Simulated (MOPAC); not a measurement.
MOPAC input (AM1):

```
AM1 FORCE THERMO(298,298) PRECISE LET UHF MS=0.5 GEO-OK AUX(PRECISION=9) THREADS=1
C4H2ClO

Cl    1.92686076 1    0.34707312 1    0.07065521 1
C     0.31006365 1    0.05661102 1    0.01098067 1
C    -0.36734216 1   -1.19423283 1    0.51499609 1
O    -1.67194042 1   -1.03026859 1    0.28028649 1
C    -1.92137441 1    0.22632342 1   -0.33856811 1
C    -0.70728960 1    0.90366489 1   -0.50899572 1
H    -2.96093956 1    0.43728868 1   -0.56313884 1
H    -0.57398887 1    1.88782864 1   -0.95395088 1
```

From the output:

```
     H    8   0.015201   5.945532

          HEAT OF FORMATION =      60.696418 KCALS/MOLE

          ZERO POINT ENERGY      30.176 KCAL/MOL

           NORMAL COORDINATE ANALYSIS (Total motion = 1 Angstrom)

   Root No.       1         2         3         4         5         6         7         8

                 1 A"      1 A'      2 A"      3 A"      2 A'      4 A"      5 A"      3 A'

                 200.3     304.7     434.2     497.8     533.3     745.3     862.5     881.3

           1    0.0000   -0.0101    0.0000    0.0000    0.1729    0.0000    0.0000    0.0077
           2   -0.0000   -0.0839   -0.0000   -0.0000   -0.0056   -0.0000   -0.0000   -0.0029
           3   -0.0575    0.0000   -0.0030   -0.0133    0.0000   -0.0015   -0.0012    0.0000
           4   -0.0000   -0.0040   -0.0000   -0.0000    0.0147   -0.0000   -0.0000   -0.0074
           5    0.0000    0.1506    0.0000    0.0000    0.0307    0.0000    0.0000   -0.0890
           6    0.1455   -0.0000    0.0413    0.2149   -0.0000    0.0245    0.0352    0.0000
           7   -0.0000    0.1009    0.0000    0.0000   -0.0951    0.0000   -0.0000    0.0542
           8    0.0000    0.0875   -0.0000   -0.0000    0.0495   -0.0000    0.0000   -0.0493
           9    0.1220   -0.0000   -0.1315   -0.0929   -0.0000   -0.0204    0.0067    0.0000
          10    0.0000    0.0684   -0.0000    0.0000   -0.1278   -0.0000    0.0000    0.1175
          11   -0.0000   -0.0316    0.0000   -0.0000    0.0005    0.0000   -0.0000    0.0974
          12   -0.0780   -0.0000    0.1288   -0.0162   -0.0000    0.0392   -0.0009    0.0000
          13    0.0000   -0.0495    0.0000   -0.0000   -0.1341    0.0000   -0.0000   -0.1181
          14   -0.0000   -0.0341   -0.0000    0.0000   -0.0233   -0.0000    0.0000    0.1014
          15   -0.0901    0.0000   -0.0867    0.0609   -0.0000   -0.1343    0.0357   -0.0000
          16   -0.0000   -0.0852   -0.0000    0.0000   -0.0992   -0.0000    0.0000   -0.0985
          17    0.0000    0.0863    0.0000   -0.0000   -0.0409    0.0000   -0.0000   -0.0644
          18    0.1029    0.0000    0.0423   -0.1038   -0.0000    0.0186   -0.1346   -0.0000
          19    0.0000   -0.0882    0.0000   -0.0000   -0.1209   -0.0000    0.0000   -0.2150
          20   -0.0000   -0.1224   -0.0000    0.0000    0.0120    0.0000   -0.0000   -0.1138
          21   -0.2424    0.0000   -0.4503    0.1397   -0.0000    0.6370   -0.0251   -0.0000
          22   -0.0000   -0.1920   -0.0000    0.0000   -0.1926   -0.0000   -0.0000    0.1039
          23    0.0000    0.1149    0.0000   -0.0000   -0.0135    0.0000    0.0000   -0.1217
          24    0.1617    0.0000    0.1160   -0.3583   -0.0000    0.1245    0.7606   -0.0000

   Root No.       9        10        11        12        13        14        15        16

                 4 A'      5 A'      6 A'      7 A'      8 A'      9 A'     10 A'     11 A'

                 967.6    1086.9    1148.1    1223.5    1303.6    1366.9    1465.1    1538.7

           1   -0.0389    0.0070    0.0060    0.0084   -0.0207    0.0174   -0.0106   -0.0166
           2    0.0007    0.0005   -0.0010   -0.0014   -0.0012    0.0018   -0.0017    0.0013
           3   -0.0000    0.0000   -0.0000    0.0000    0.0000    0.0000    0.0000    0.0000
           4    0.0986   -0.0278   -0.0231   -0.0607    0.1085   -0.1782    0.0782    0.1576
           5   -0.0074   -0.0042   -0.0003    0.0618    0.2321   -0.0264   -0.0186   -0.0980
           6    0.0000   -0.0000   -0.0000   -0.0000    0.0000   -0.0000    0.0000    0.0000
           7    0.0657   -0.0089    0.0292    0.0581   -0.0818    0.0723    0.2410   -0.0204
           8    0.1799    0.0632   -0.0258   -0.0633   -0.1555    0.0199   -0.0898   -0.0259
           9    0.0000   -0.0000    0.0000    0.0000    0.0000    0.0000    0.0000   -0.0000
          10   -0.0302   -0.0032    0.0184   -0.0278    0.0213    0.0035   -0.1980    0.0068
          11    0.0262   -0.0921   -0.0671    0.0770   -0.0334   -0.0127   -0.0163   -0.0045
          12   -0.0000    0.0000    0.0000   -0.0000    0.0000   -0.0000   -0.0000   -0.0000
          13   -0.0571   -0.0285   -0.0160   -0.0239   -0.1001   -0.1078    0.0123   -0.1622
          14   -0.0471    0.0564    0.0674   -0.1096    0.0859    0.0145    0.1219   -0.0753
          15   -0.0000   -0.0000   -0.0000    0.0000   -0.0000   -0.0000   -0.0000   -0.0000
          16    0.0403    0.0109   -0.0495   -0.0035    0.1159    0.1902   -0.0205    0.0641
          17   -0.1658    0.0255   -0.0033    0.0075   -0.1067   -0.0078    0.0253    0.1697
          18    0.0000    0.0000   -0.0000   -0.0000    0.0000    0.0000   -0.0000    0.0000
          19    0.0587   -0.0998    0.2530    0.0936   -0.1425   -0.1095   -0.1408   -0.0563
          20    0.2091   -0.1156    0.6468    0.1699   -0.0197    0.0115   -0.1870    0.2017
          21   -0.0000   -0.0000   -0.0000    0.0000   -0.0000   -0.0000   -0.0000   -0.0000
          22    0.0315    0.5519   -0.0489    0.4084    0.0257   -0.2788   -0.0481    0.0669
          23   -0.1660   -0.1212   -0.0004   -0.1086   -0.0698    0.1238    0.0420    0.1745
          24    0.0000    0.0000   -0.0000    0.0000   -0.0000   -0.0000   -0.0000    0.0000

   Root No.      17        18

                12 A'     13 A'

                3264.9    3283.9

           1   -0.0000   -0.0000
           2   -0.0000    0.0000
           3   -0.0000   -0.0000
           4   -0.0006    0.0018
           5   -0.0009   -0.0009
           6   -0.0000   -0.0000
           7    0.0001    0.0015
           8    0.0009   -0.0015
           9   -0.0000   -0.0000
          10    0.0003   -0.0018
          11    0.0015    0.0017
          12   -0.0000    0.0000
          13   -0.0112   -0.0597
          14    0.0036    0.0243
          15    0.0000   -0.0000
          16   -0.0178    0.0043
          17   -0.0617    0.0147
          18    0.0000    0.0000
          19    0.1442    0.6912
          20   -0.0659   -0.3138
          21    0.0000    0.0000
          22    0.2027   -0.0413
          23    0.7344   -0.1488
          24   -0.0000    0.0000

           MASS-WEIGHTED COORDINATE ANALYSIS (NORMAL COORDINATES)

   Root No.       1         2         3         4         5         6         7         8

                 1 A"      1 A'      2 A"      3 A"      2 A'      4 A"      5 A"      3 A'

                 200.3     304.7     434.2     497.8     533.3     745.3     862.5     881.3

           1    0.0000   -0.0565    0.0000    0.0000    0.7493    0.0000    0.0000    0.0440
           2   -0.0000   -0.4709   -0.0000   -0.0000   -0.0243   -0.0000   -0.0000   -0.0167
           3   -0.3496    0.0000   -0.0199   -0.0796    0.0000   -0.0108   -0.0077    0.0000
           4   -0.0000   -0.0131   -0.0000   -0.0000    0.0370   -0.0000   -0.0000   -0.0246
           5    0.0000    0.4922    0.0000    0.0000    0.0775    0.0000    0.0000   -0.2972
           6    0.5152   -0.0000    0.1579    0.7479   -0.0000    0.1030    0.1338    0.0000
           7   -0.0000    0.3297    0.0000    0.0000   -0.2398    0.0000   -0.0000    0.1808
           8    0.0000    0.2862   -0.0000   -0.0000    0.1249   -0.0000    0.0000   -0.1646
           9    0.4321   -0.0000   -0.5022   -0.3231   -0.0000   -0.0858    0.0255    0.0000
          10    0.0000    0.2582   -0.0000    0.0000   -0.3722   -0.0000    0.0000    0.4525
          11   -0.0000   -0.1193    0.0000   -0.0000    0.0014    0.0000   -0.0000    0.3753
          12   -0.3188   -0.0000    0.5676   -0.0650   -0.0000    0.1896   -0.0039    0.0000
          13    0.0000   -0.1619    0.0000   -0.0000   -0.3383    0.0000   -0.0000   -0.3942
          14   -0.0000   -0.1116   -0.0000    0.0000   -0.0587   -0.0000    0.0000    0.3384
          15   -0.3191    0.0000   -0.3310    0.2121   -0.0000   -0.5635    0.1355   -0.0000
          16   -0.0000   -0.2787   -0.0000    0.0000   -0.2503   -0.0000    0.0000   -0.3288
          17    0.0000    0.2821    0.0000   -0.0000   -0.1032    0.0000   -0.0000   -0.2151
          18    0.3644    0.0000    0.1615   -0.3612   -0.0000    0.0779   -0.5114   -0.0000
          19    0.0000   -0.0835    0.0000   -0.0000   -0.0883   -0.0000    0.0000   -0.2079
          20   -0.0000   -0.1159   -0.0000    0.0000    0.0087    0.0000   -0.0000   -0.1100
          21   -0.2487    0.0000   -0.4982    0.1408   -0.0000    0.7743   -0.0276   -0.0000
          22   -0.0000   -0.1818   -0.0000    0.0000   -0.1407   -0.0000   -0.0000    0.1005
          23    0.0000    0.1088    0.0000   -0.0000   -0.0099    0.0000    0.0000   -0.1177
          24    0.1659    0.0000    0.1284   -0.3611   -0.0000    0.1513    0.8371   -0.0000

   Root No.       9        10        11        12        13        14        15        16

                 4 A'      5 A'      6 A'      7 A'      8 A'      9 A'     10 A'     11 A'

                 967.6    1086.9    1148.1    1223.5    1303.6    1366.9    1465.1    1538.7

           1   -0.2181    0.0539    0.0434    0.0619   -0.0936    0.0965   -0.0478   -0.0868
           2    0.0037    0.0040   -0.0070   -0.0102   -0.0056    0.0099   -0.0074    0.0070
           3   -0.0000    0.0000   -0.0000    0.0000    0.0000    0.0000    0.0000    0.0000
           4    0.3216   -0.1247   -0.0971   -0.2593    0.2857   -0.5748    0.2044    0.4796
           5   -0.0242   -0.0187   -0.0011    0.2639    0.6109   -0.0851   -0.0485   -0.2983
           6    0.0000   -0.0000   -0.0000   -0.0000    0.0000   -0.0000    0.0000    0.0000
           7    0.2144   -0.0397    0.1229    0.2483   -0.2155    0.2332    0.6295   -0.0622
           8    0.5867    0.2832   -0.1086   -0.2703   -0.4095    0.0642   -0.2347   -0.0788
           9    0.0000   -0.0000    0.0000    0.0000    0.0000    0.0000    0.0000   -0.0000
          10   -0.1138   -0.0167    0.0891   -0.1369    0.0646    0.0129   -0.5970    0.0241
```
